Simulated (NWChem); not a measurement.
Correlation energy of Mg

```
Mg
```
Charge 0, spin multiplicity 1.

Program: NWChem.

Basis set: def2-TZVP. Each correlation energy counts from its own Hartree-Fock reference.

The correlated methods keep 5 core orbitals frozen. No row is a measurement; the coupled-cluster row has its own basis-set and correlation limits.

Q: One of these methods gave a correlation energy of -21.7 mHa. Which?
(A) SCS-MP2
(B) CCSD
(C) MP2

A: C, MP2. The others give -26.1 (SCS-MP2), -32.7 (CCSD).
